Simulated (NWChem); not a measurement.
# CH$_{5}$BFN; SMILES CNBF

```xyz
9

B     -0.4467    -0.6825     0.0000
F      0.1220    -1.9013     0.0000
H     -1.6395    -0.5938     0.0000
N      0.3653     0.4531     0.0000
C     -0.0845     1.8349     0.0000
H      1.3718     0.3295     0.0000
H      0.2654     2.3766    -0.8886
H      0.2654     2.3766     0.8886
H     -1.1772     1.8537     0.0000
```
Atoms are numbered in this order, from 1.

Program: NWChem. Pople sets run with spherical d functions. Geometry: optimised at B3LYP/6-31G* (spherical d).

**Question.** Taking Hartree-Fock/6-311++G** as the yardstick, which of these has the fewest basis functions while keeping “highest occupied level (eV)” within 0.05 eV of it: Hartree-Fock/3-21G; Hartree-Fock/6-31+G*; Hartree-Fock/6-311G**; Hartree-Fock/STO-3G; Hartree-Fock/6-31G*?

**Answer.** Hartree-Fock/6-31+G* (a larger set in the list lies outside the tolerance).
| level | basis functions | highest occupied level (eV) |
|---|---|---|
| Hartree-Fock/STO-3G | 25 | -8.93 |
| Hartree-Fock/3-21G | 46 | -10.92 |
| Hartree-Fock/6-31G* | 66 | -10.93 |
| Hartree-Fock/6-31+G* | 82 | -11.08 |
| Hartree-Fock/6-311G** | 102 | -11.04 |
| Hartree-Fock/6-311++G** | 123 | -11.10 |

The yardstick is one finite set, not the basis-set limit.
